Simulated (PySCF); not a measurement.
Ga(NH2Me)H3, CH8GaN.
Bonds: Ga1–N2, N2–C3. Hydrogens: H9, H10, H11 on Ga1; H4, H5 on N2; H6, H7, H8 on C3.

Computed, not measured: PBE0-D3(BJ)/def2-SVP geometry optimisation, gas phase (PySCF).

Task: What internal coordinates does the optimisation give?

Result: 
| bond | length (Å) |
| --- | --- |
| Ga1–N2 | 2.136 |
| Ga1–H9, Ga1–H10, Ga1–H11 | 1.585 |
| N2–C3 | 1.463 |
| N2–H4, N2–H5 | 1.020 |
| C3–H6, C3–H7, C3–H8 | 1.100 |

Bonds in one row agree within 0.01 Å and their mean is given. A selection of angles:
| angle | degrees |
| --- | --- |
| N2–Ga1–H9 | 98.5 |
| N2–Ga1–H10 | 98.6 |
| H9–Ga1–H10 | 117.7 |
| Ga1–N2–C3 | 114.3 |
| Ga1–N2–H4 | 107.1 |
| C3–N2–H4 | 110.9 |
| H4–N2–H5 | 106.1 |
| N2–C3–H6 | 112.9 |
| N2–C3–H7 | 109.0 |
| H6–C3–H7 | 109.1 |
| H7–C3–H8 | 107.6 |

N2 (nitrogen bonded to C, Ga and 2 H) is distorted tetrahedral (angles from 106.1° to 114.3°). Ga1 (gallium bonded to N and 3 H) is distorted tetrahedral (angles from 98.5° to 117.9°).

Stationary, but not proved a minimum.
